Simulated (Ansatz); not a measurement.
Calculated with Ansatz (gas phase, PBE0-D4/def2-TZVP geometries, no zero-point term in ΔE). CBS: def2 TZ/QZ extrapolation, frozen cores. DFT in def2-TZVPP. One conformer a species, not always the lowest.

Reaction (cleavage of the Si–Si bond): `F[SiH2][SiH2]F` + H–F → `F[SiH2]F` + `F[SiH3]`

| level | ΔE (kJ/mol) |
| --- | --- |
| PBE0 | -156.3 |
| SCS-MP2/def2-TZVPP | -184.7 |
| SCS-MP2/def2-QZVPP | -183.7 |
| HF/CBS(def2) | -201.4 |

Task: What does CCSD(T)/CBS give? (Best estimate.)

Result: Computed: -171.5 kJ/mol. The listed levels differ from it by 15.2, -13.2, -12.2, -29.9 kJ/mol.

Largest T1 diagnostic among the species: 0.012.

The D4 term adds +6.5 kJ/mol with B3LYP and +3.7 kJ/mol with PBE0; it sums over pairs of atoms, weighted by their polarisabilities, and B3LYP, whose exchange is more repulsive, gets the larger term. In def2-TZVPP, CCSD(T) changes the Hartree–Fock value by +25.1 kJ/mol (the triples alone add +3.0 kJ/mol) and MP2 by +18.0 kJ/mol.

B3LYP here is the variant with VWN-RPA as its local correlation; programs differ in this.
